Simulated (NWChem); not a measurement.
System: SnH2OCl2; SMILES [OH][SnH]([Cl])[Cl]

Input file for NWChem:

```
start job
memory heap 200 mb stack 900 mb global 1100 mb
geometry units angstroms noautoz
  Sn    -0.350020     0.069068     0.335296
  O     -1.993695     0.242127    -0.723174
  Cl     1.006250     1.928436    -0.075892
  Cl     0.844575    -1.787826    -0.433522
  H     -0.771479    -0.070113     1.970515
  H     -1.825391     0.324759    -1.670257
end
basis spherical
  Sn library def2-svp
  O library def2-svp
  Cl library def2-svp
  H library def2-svp
end
ecp
  Sn library def2-ecp
end
dft
  xc xcamb88 1.00 lyp 1.0 hfexch 1.00
  cam 0.33 cam_alpha 0.0 cam_beta 1.0
  iterations 150
  mulliken
end
task dft energy
```

Output (shortened):

```
             Northwest Computational Chemistry Package (NWChem) 7.3.0
             --------------------------------------------------------

 CS  symmetry detected

                             Geometry "geometry" -> ""
                             -------------------------

 Output coordinates in angstroms (scale by  1.889725989 to convert to a.u.)

  No.       Tag          Charge          X              Y              Z
 ---- ---------------- ---------- -------------- -------------- --------------
    1 Sn                  50.0000    -0.31422974     0.29461616     0.00000000
    2 O                    8.0000    -1.91290993    -0.84389034     0.00000000
    3 Cl                  17.0000     0.98600254    -0.23851530     1.86846469
    4 Cl                  17.0000     0.98600254    -0.23851530    -1.86846469
    5 H                    1.0000    -0.80480295     1.91642938     0.00000000
    6 H                    1.0000    -1.70451708    -1.78659469     0.00000000

 Effective nuclear repulsion energy (a.u.)     617.1051019624

      Symmetry information
      --------------------

 Group name             Cs
 Group number              2
 Group order               2
 No. of unique centers     5

                                 NWChem DFT Module
                                 -----------------

 Summary of "ao basis" -> "ao basis" (spherical)
 ------------------------------------------------------------------------------
       Tag                 Description            Shells   Functions and Types
 ---------------- ------------------------------  ------  ---------------------
 Sn                         def2-svp                10       26   4s4p2d
 O                          def2-svp                 6       14   3s2p1d
 Cl                         def2-svp                 8       18   4s3p1d
 H                          def2-svp                 3        5   2s1p

      Symmetry analysis of basis
      --------------------------

        a'         54
        a"         32

            General Information
            -------------------
          SCF calculation type: DFT
          Wavefunction type:  closed shell.
          No. of atoms     :     6
          No. of electrons :    66
           Alpha electrons :    33
            Beta electrons :    33
          Charge           :     0
          Spin multiplicity:     1
          Use of symmetry is: on ; symmetry adaption is: on
          Maximum number of iterations: 150
          AO basis - number of functions:    86
                     number of shells:    38
          Convergence on energy requested:  1.00D-06
          Convergence on density requested:  1.00D-05
          Convergence on gradient requested:  5.00D-04

              XC Information
              --------------
                     Hartree-Fock (Exact) Exchange  1.000
                   CAM-Becke88 Exchange Functional  1.000
              Lee-Yang-Parr Correlation Functional  1.000

           Range-Separation Parameters
           ---------------------------
           Alpha           :  0.00
           Beta            :  1.00
           Gamma           :  0.33
           Short-Range HF  :     F

             Grid Information
             ----------------
          Grid used for XC integration:  medium
          Radial quadrature: Mura-Knowles
          Angular quadrature: Lebedev.
          Tag              B.-S. Rad. Rad. Pts. Rad. Cut. Ang. Pts.
          ---              ---------- --------- --------- ---------
          Sn                  1.45      123           8.0       590
          O                   0.60       49           9.0       434
          Cl                  1.00       88          10.0       590
          H                   0.35       45          10.0       434
          Grid pruning is: on
          Number of quadrature shells:   350
          Spatial weights used:  Erf1

      Superposition of Atomic Density Guess
      -------------------------------------

 Sum of atomic energies:       -1243.43249329

      Non-variational initial energy
      ------------------------------

 Total energy =   -1208.132219
 1-e energy   =   -2401.599460
 2-e energy   =     866.901088
 HOMO         =      -0.403647
 LUMO         =      -0.030269

      Symmetry analysis of molecular orbitals - initial
      -------------------------------------------------

  Numbering of irreducible representations:

     1 a'          2 a"

  Orbital symmetries:

     1 a'          2 a"          3 a'          4 a'          5 a"
     6 a'          7 a"          8 a'          9 a'         10 a"
    11 a"         12 a'         13 a'         14 a'         15 a"
    16 a'         17 a"         18 a'         19 a'         20 a"
    21 a'         22 a'         23 a"         24 a'         25 a'
    26 a"         27 a'         28 a'         29 a"         30 a'
    31 a"         32 a"         33 a'         34 a'         35 a'
    36 a"         37 a'         38 a'         39 a'         40 a'
    41 a"         42 a'         43 a'

     ---------------------------------------------
      Total Density - Mulliken Population Analysis
     ---------------------------------------------

    Atom       Charge   Shell Charges
 -----------   ------   -------------------------------------------------------
    1 Sn  22    20.39   1.60  0.41  0.84  0.21  3.26  2.73  0.80  0.38  9.77  0.39
    2 O    8     8.92   1.99  1.11  0.68  3.08  2.05  0.00
    3 Cl  17    17.50   2.00  1.99  1.23  0.73  5.94  2.16  3.44  0.01
    4 Cl  17    17.50   2.00  1.99  1.23  0.73  5.94  2.16  3.44  0.01
    5 H    1     1.03   0.60  0.42  0.01
    6 H    1     0.66   0.53  0.07  0.06

   convergence    iter        energy       DeltaE   RMS-Dens  Diis-err
 ---------------- ----- ----------------- --------- --------- ---------
 d= 0,ls=0.0,diis     1  -1209.9100000651 -1.54D+03  1.67D-02  1.02D+00
 d= 0,ls=0.0,diis     2  -1209.9267183915 -1.67D-02  7.31D-03  1.04D+00
 d= 0,ls=0.0,diis     3  -1210.0254344593 -9.87D-02  1.62D-03  4.55D-02
 d= 0,ls=0.0,diis     4  -1210.0293272070 -3.89D-03  6.44D-04  4.11D-03
 d= 0,ls=0.0,diis     5  -1210.0298153295 -4.88D-04  1.01D-04  4.92D-05
  Resetting Diis
 d= 0,ls=0.0,diis     6  -1210.0298258546 -1.05D-05  3.93D-05  3.08D-06
 d= 0,ls=0.0,diis     7  -1210.0298270329 -1.18D-06  9.67D-06  2.21D-07
 d= 0,ls=0.0,diis     8  -1210.0298271165 -8.36D-08  3.58D-06  3.81D-08

         Total DFT energy =    -1210.029827116457
      One electron energy =    -2402.702365683762
           Coulomb energy =      949.198727325557
    Exchange-Corr. energy =      -83.092341726304
 Nuclear repulsion energy =      326.566152968053

 Numeric. integr. density =       66.000008211999

                  Occupations of the irreducible representations
                  ----------------------------------------------

                     irrep           alpha         beta
                     --------     --------     --------
                     a'               20.0         20.0
                     a"               13.0         13.0

                       DFT Final Molecular Orbital Analysis
                       ------------------------------------

 Vector   31  Occ=2.000000D+00  E=-4.156185D-01  Symmetry=a'
              MO Center=  3.6D-01, -1.5D-01, -1.2D-11, r^2= 5.2D+00
   Bfn.  Coefficient  Atom+Function         Bfn.  Coefficient  Atom+Function
  ----- ------------  ---------------      ----- ------------  ---------------
    52      0.382092  3 Cl py                70      0.382092  4 Cl py
    49      0.291145  3 Cl py                67      0.291145  4 Cl py
    30      0.247814  2 O  px                33      0.183884  2 O  px
    78     -0.170863  5 H  s                 46      0.169195  3 Cl py
    64      0.169195  4 Cl py                77     -0.144822  5 H  s

 Vector   32  Occ=2.000000D+00  E=-4.148198D-01  Symmetry=a"
              MO Center=  3.4D-01, -3.3D-01,  1.2D-12, r^2= 5.2D+00
   Bfn.  Coefficient  Atom+Function         Bfn.  Coefficient  Atom+Function
  ----- ------------  ---------------      ----- ------------  ---------------
    53      0.305364  3 Cl pz                71      0.305364  4 Cl pz
    32      0.293961  2 O  pz                52      0.268174  3 Cl py
    70     -0.268174  4 Cl py                50      0.231368  3 Cl pz
    68      0.231368  4 Cl pz                35      0.215666  2 O  pz
    49      0.198589  3 Cl py                67     -0.198589  4 Cl py

 Vector   33  Occ=2.000000D+00  E=-4.101635D-01  Symmetry=a"
              MO Center=  1.6D-01, -4.1D-01, -3.0D-11, r^2= 5.2D+00
   Bfn.  Coefficient  Atom+Function         Bfn.  Coefficient  Atom+Function
  ----- ------------  ---------------      ----- ------------  ---------------
    32      0.342435  2 O  pz                51      0.334891  3 Cl px
    69     -0.334891  4 Cl px                35      0.265237  2 O  pz
    48      0.245482  3 Cl px                66     -0.245482  4 Cl px
    53     -0.208042  3 Cl pz                71     -0.208042  4 Cl pz
    50     -0.155407  3 Cl pz                68     -0.155407  4 Cl pz

 Vector   34  Occ=0.000000D+00  E= 6.734666D-03  Symmetry=a'
              MO Center= -5.2D-02,  1.4D-01,  9.9D-16, r^2= 4.4D+00
   Bfn.  Coefficient  Atom+Function         Bfn.  Coefficient  Atom+Function
  ----- ------------  ---------------      ----- ------------  ---------------
     3      0.830758  1 Sn s                  4      0.584475  1 Sn s
    78     -0.482779  5 H  s                 53      0.342254  3 Cl pz
    71     -0.342254  4 Cl pz                 2     -0.295371  1 Sn s
    29     -0.255935  2 O  s                  1     -0.230922  1 Sn s
    30     -0.221985  2 O  px                33     -0.214205  2 O  px

 Vector   35  Occ=0.000000D+00  E= 6.808994D-02  Symmetry=a'
              MO Center= -4.4D-01,  1.8D-01,  1.5D-13, r^2= 5.1D+00
   Bfn.  Coefficient  Atom+Function         Bfn.  Coefficient  Atom+Function
  ----- ------------  ---------------      ----- ------------  ---------------
    14      0.797799  1 Sn px                29      0.594752  2 O  s
    15      0.405561  1 Sn py                11      0.337527  1 Sn px
    83     -0.256919  6 H  s                 53      0.172748  3 Cl pz
    71     -0.172748  4 Cl pz                44     -0.161028  3 Cl s
    62     -0.161028  4 Cl s                 52     -0.159244  3 Cl py

 Vector   36  Occ=0.000000D+00  E= 7.395550D-02  Symmetry=a"
              MO Center= -4.8D-01,  4.6D-01, -2.4D-14, r^2= 4.6D+00
   Bfn.  Coefficient  Atom+Function         Bfn.  Coefficient  Atom+Function
  ----- ------------  ---------------      ----- ------------  ---------------
    16      0.983017  1 Sn pz                13      0.431517  1 Sn pz
    44     -0.373998  3 Cl s                 62      0.373998  4 Cl s
    51      0.278837  3 Cl px                69     -0.278837  4 Cl px
    35     -0.197551  2 O  pz                32     -0.181570  2 O  pz
    53      0.159664  3 Cl pz                71      0.159664  4 Cl pz

     ---------------------------------------------
      Total Density - Mulliken Population Analysis
     ---------------------------------------------

    Atom       Charge   Shell Charges
 -----------   ------   -------------------------------------------------------
    1 Sn  22    21.29   1.60  0.42  1.05  0.08  3.25  2.76  1.33  0.48  9.71  0.61
    2 O    8     8.42   1.99  1.06  0.69  2.85  1.83  0.01
    3 Cl  17    17.23   2.00  1.98  1.25  0.70  5.93  2.16  3.20  0.01
    4 Cl  17    17.23   2.00  1.98  1.25  0.70  5.93  2.16  3.20  0.01
    5 H    1     1.03   0.65  0.37  0.01
    6 H    1     0.80   0.66  0.07  0.07

     -------------------------------------------
      Total Density - Lowdin Population Analysis
     -------------------------------------------

    Atom       Charge   Shell Charges
 -----------   ------   -------------------------------------------------------
    1 Sn  22    21.63   1.17  0.76  0.73  0.39  3.01  2.84  1.31  0.81  9.46  1.13
    2 O    8     8.26   1.97  0.89  0.64  2.69  2.07  0.01
    3 Cl  17    17.07   2.00  1.95  1.05  0.81  5.82  2.27  3.16  0.01
    4 Cl  17    17.07   2.00  1.95  1.05  0.81  5.82  2.27  3.16  0.01
    5 H    1     1.05   0.57  0.45  0.03
    6 H    1     0.91   0.55  0.18  0.18

     Multipole analysis of the density
     ---------------------------------

     L   x y z        total         alpha         beta         nuclear
     -   - - -        -----         -----         ----         -------
     0   0 0 0     -0.000000    -33.000000    -33.000000     66.000000

     1   1 0 0     -0.304037     -8.465332     -8.465332     16.626627
     1   0 1 0      0.181910      7.885368      7.885368    -15.588827
     1   0 0 1      0.000000      0.000000      0.000000      0.000000

     2   2 0 0    -44.903691   -143.964456   -143.964456    243.025221
     2   1 1 0      0.490396     -7.583500     -7.583500     15.657395
     2   1 0 1     -0.000000     -0.000000     -0.000000      0.000000
     2   0 2 0    -37.119924    -47.852769    -47.852769     58.585614
     2   0 1 1      0.000000      0.000000      0.000000      0.000000
     2   0 0 2    -44.559432   -234.221401   -234.221401    423.883369
```

Level: LC-BLYP (range parameter 0.33 per bohr)/def2-SVP with def2 effective core potentials on Sn. Coordinates come from a PBE0/def2-SVP optimisation. def2 effective core potentials on Sn; no spin-orbit coupling.
